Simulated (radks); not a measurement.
Problem. The table gives one normalised radial function P(r) = r R(r) (large component) of Lu46+ in [Ar] 3d7 (r in bohr). Calculated with a radial shooting solver on a logarithmic mesh with Libxc functionals: Dirac Kohn-Sham, BLYP, spin-unpolarised, spherical densities, finite nucleus; open shells fill j = l - 1/2 first; Fermi nuclear charge, rms radius 5.37 fm.

| r | P |
|---|---|
| 0.0007966 | 0.0423 |
| 0.001133 | 0.0618 |
| 0.001624 | 0.0928 |
| 0.002327 | 0.1422 |
| 0.003309 | 0.2201 |
| 0.004743 | 0.3496 |
| 0.006744 | 0.5539 |
| 0.009666 | 0.8829 |
| 0.01374 | 1.3641 |
| 0.0197 | 2.0367 |
| 0.02824 | 2.8217 |
| 0.04015 | 3.4726 |
| 0.05755 | 3.6327 |
| 0.08183 | 3.0032 |
| 0.1173 | 1.7602 |
| 0.1668 | 0.6552 |
| 0.239 | 0.1220 |
| 0.3426 | 0.0087 |
| 0.4872 | 0.0002 |
| 0.6983 | 0.0000 |
| 0.9929 | 0.0000 |

Which n and l does it have? It may be an empty orbital.

Solution. n = 2, l = 1: the number of nodes gives n - l - 1 = 0, the rise at small r points to l (for j = l - 1/2 the large component starts outside the nucleus as r^gamma with gamma = sqrt(l^2 - (Z/c)^2) = 0.86 and the r^(l+1) term takes over further out; the orbital of l - 1 with the same j starts with the same power, but with a larger coefficient, and does not steepen), and the extent must fit the shell. The curve is that of 2p1/2; the two j differ most near the nucleus, where j = l - 1/2 has the larger amplitude, and in heavy atoms j = l - 1/2 is also the more compact. 2p1/2: eigenvalue -12785.3 eV, 0 radial nodes, <r> = 0.0671 bohr, 90 % of the charge inside 0.111 bohr.
